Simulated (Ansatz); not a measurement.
Born–Oppenheimer molecular dynamics of CH$_{9}$N$_{3}$OSi (15 atoms, charge 0, multiplicity 1). It starts from a relaxed structure.

All numbers below come from RKS PBE-D4/STO-3G (Ansatz).

* ensemble: NVT, Langevin thermostat
* time step: 1 fs
* steps asked: 166
* set temperature: 1000 K
* friction: 0.02 /fs
* seed: 56433

First frame:

```xyz
15
Properties=species:S:1:pos:R:3
Si -0.016 -0.120 -0.050
O 0.220 -0.221 1.665
C -1.071 -0.285 2.365
H -1.794 -1.002 1.901
H -0.870 -0.621 3.409
H -1.583 0.712 2.432
N 1.652 -0.326 -0.648
H 2.316 -0.224 0.173
H 1.897 0.495 -1.271
N -0.724 1.351 -0.782
H -1.759 1.377 -0.548
H -0.349 2.210 -0.282
N -1.178 -1.397 -0.520
H -0.664 -2.326 -0.509
H -1.386 -1.267 -1.554
```

How far do the bonds stretch over the last three quarters of this one trajectory? (Pairs bonded in most of those frames.)


```tsv
bond	mean (Å)	spread (Å)	shortest	longest
Si1–O2	1.748	0.059	1.61	1.84
Si1–N7	1.809	0.072	1.73	1.97
Si1–N10	1.812	0.059	1.71	1.92
Si1–N13	1.813	0.069	1.68	1.94
O2–C3	1.489	0.053	1.37	1.59
C3–H4	1.131	0.036	1.05	1.22
C3–H5	1.125	0.047	1.04	1.23
C3–H6	1.132	0.044	1.05	1.23
N7–H8	1.068	0.043	0.97	1.17
N7–H9	1.072	0.057	0.98	1.19
N10–H11	1.075	0.068	0.96	1.22
N10–H12	1.076	0.063	0.95	1.20
N13–H14	1.070	0.032	0.99	1.15
N13–H15	1.069	0.029	0.99	1.12
```

Mean temperature of the second half: 988 K. A run of 0.17 ps of so small a system gives no equilibrium averages. Limits of this set-up: minimal basis.

Run time: 15 min on 1 thread of Arm Neoverse N1 (shared host), peak memory 0.1 GiB.
